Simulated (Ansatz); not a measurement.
A nudged elastic band was laid between two geometries of AlBrH4 (6 atoms, charge 0, multiplicity 1).

Method: RKS PBE0-D4/def2-mTZVP in Ansatz 0.2.0.

```
movable images  : 5
climbing image  : yes
spring          : 5.0 eV/Å²
optimiser       : quadratic models (default)
start path      : through a guess of the saddle point
force threshold : 0.05 eV/Å
iteration limit : 60
end points      : relaxed
```

First end point:

```xyz
6
Properties=species:S:1:pos:R:3
Al 0.003 0.166 0.007
H -0.002 0.737 1.496
H 1.374 0.095 -0.796
H -1.375 0.018 -0.775
Br 0.086 -2.470 0.947
H 0.070 -2.077 2.326
```

Last end point:

```xyz
6
Properties=species:S:1:pos:R:3
Al 0.023 -0.642 -0.247
H 0.007 0.295 2.012
H 1.399 0.107 -0.434
H -1.395 0.027 -0.419
Br 0.090 -2.885 0.098
H 0.031 -0.433 2.195
```

Q: What changes between the two ends?

A: Bonds broken: Al1–H2, Br5–H6. Bonds formed: Al1–Br5, H2–H6. AlBrH4 becomes AlBrH2 + H2.

Q: What energy profile does the band end with?

A: The run converged. The highest image is number 2 of 0 to 6, 11.0 kJ/mol above the first end and 140.7 kJ/mol above the last; the last end lies 129.7 kJ/mol below the first. A vibrational analysis at the climbing image gives one clearly imaginary mode, 378i cm⁻¹: a first-order saddle point. The orbitals stay closed-shell, which can raise the energy where a bond breaks towards radicals; this wasn't checked here.

```csv
image,path coordinate (Å),energy (kJ/mol),Al1–H2 (Å),Br5–H6 (Å),Al1–Br5 (Å)
0,0.00,0.0,1.59,1.43,2.80
1,0.53,5.2,1.60,1.44,2.79
2,1.07,11.0,1.63,1.49,2.76
3,1.53,-14.5,1.74,1.78,2.55
4,1.99,-95.4,1.98,2.21,2.36
5,2.45,-125.1,2.23,2.70,2.29
6,2.91,-129.7,2.45,3.23,2.27
```

Q: What is the geometry of the highest image?

A: 
```xyz
6
Properties=species:S:1:pos:R:3
Al 0.007 -0.008 0.056
H 0.009 0.268 1.660
H 1.404 0.110 -0.681
H -1.404 0.032 -0.664
Br 0.085 -2.593 1.013
H 0.055 -1.339 1.820
```

Q: What are the harmonic wavenumbers there?

A: 378i, 164, 350, 458, 580, 756, 808, 821, 1745, 1949, 1964, 2070 cm⁻¹.

The run took 40 s on 1 thread of Intel(R) Xeon(R) 6975P-C (Granite Rapids), on a shared host, peak memory 0.15 GiB.
